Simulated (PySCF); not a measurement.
H₂BBr₂N, SMILES NB(Br)Br (CAM-B3LYP/def2-SVP optimised geometry):

```
6

B     -0.112    -0.213     0.000
Br     1.815    -0.213     0.000
Br    -1.075    -1.882     0.000
N     -0.803     0.984     0.000
H     -1.815     1.027     0.000
H     -0.333     1.882     0.000
```

Method: CAM-B3LYP/def2-TZVP in PySCF.

What are the frontier orbital energies and the dipole moment?

HOMO-2 -9.77 eV, HOMO-1 -9.71 eV, HOMO -9.42 eV, LUMO 0.97 eV, LUMO+1 1.36 eV; dipole moment 2.87 D.

On the same geometry PBE/def2-TZVP (PySCF) gives HOMO-2 -7.17 eV, HOMO-1 -7.02 eV, HOMO -6.82 eV, LUMO -1.13 eV, LUMO+1 -0.20 eV; dipole moment 2.81 D.

Meta-Löwdin charges at CAM-B3LYP/def2-TZVP: B1 0.13, Br2 -0.10, Br3 -0.10, N4 -0.44, H5 0.26, H6 0.26.
